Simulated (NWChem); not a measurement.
Species: LaF2 cation; SMILES [La+]([F])[F]

The spin multiplicity was typed, not searched, and may not be the lowest. def2 effective core potentials on La; no spin-orbit coupling.

Question: Give the equilibrium geometry at PBE0/def2-SVP with def2 effective core potentials on La (NWChem) as an XYZ file, with the point group.

Answer: point group C2v; any orientation.
```
3

La    -0.0007    -0.0485     0.0000
F     -1.6711     1.1594     0.0000
F      1.6946     1.1242     0.0000
```
